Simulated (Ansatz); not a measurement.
`F[CH]([SiH3])[AlH][SH]` → Al• + C• + F• + 6 H• + S• + Si•  (atomization)

Program: Ansatz. Geometries: PBE0-D4/def2-TZVP. ΔE: electronic, gas phase. CCSD(T)/CBS adds triple-zeta CCSD(T) − MP2 to the extrapolated MP2 energy (def2 sets, frozen cores). This one scheme is used for every species, atoms too. DFT in def2-TZVPP. Open shells (•) are unrestricted, without spin–orbit coupling. Spin–orbit coupling would lower the free atoms: a little for Al, C, F, S, Si. One conformer a species, not always the lowest.

`F[CH]([SiH3])[AlH][SH]`:

Cartesian coordinates in Å:
```
F 1.747 0.113 -0.148
C 0.419 0.594 -0.083
Si -0.482 0.149 -1.681
Al -0.451 -0.085 1.562
S 0.696 -1.492 2.754
H 0.472 1.692 -0.031
H -1.835 0.766 -1.604
H -0.630 -1.326 -1.791
H 0.237 0.657 -2.878
H -1.909 0.342 1.994
H 1.737 -1.408 1.905
```

```
                 species  ωB97M-V energy (Eh)
`F[CH]([SiH3])[AlH][SH]`          -1071.66854
                     Al•           -242.34741
                      C•            -37.84639
                      F•            -99.74527
                      H•             -0.49411
                      S•           -398.09071
                     Si•           -289.35250
```

Work out ΔE.

ΔE = 6 × (-0.49411) + (-242.34741) + (-37.84639) + (-99.74527) + (-398.09071) + (-289.35250) − (-1071.66854) = 1.32160 Eh = +829.3 kcal/mol. CCSD(T)/CBS gives +826.7 kcal/mol.

Largest T1 diagnostic among the species: 0.018.

From PBE to PBE0 (25 % exact exchange), in def2-TZVPP and without D4, ΔE moves by −10.1 kcal/mol: exact exchange takes away binding that semilocal exchange gives to molecules. In def2-TZVPP, CCSD(T) changes the Hartree–Fock value by +197.8 kcal/mol (the triples alone add +11.5 kcal/mol) and MP2 by +205.2 kcal/mol; breaking electron pairs costs correlation energy, which Hartree–Fock lacks. The D4 term adds +9.8 kcal/mol with B3LYP and +5.2 kcal/mol with PBE0; it sums over pairs of atoms, weighted by their polarisabilities, and B3LYP, whose exchange is more repulsive, gets the larger term.

B3LYP here is the variant with VWN-RPA as its local correlation; programs differ in this.

For atomizations the MP2-based limit and the directly extrapolated one differ by several kJ/mol either way, and by 10 to 25 for some Ge, Se and Sn compounds, so smaller differences from it don't rank the levels.
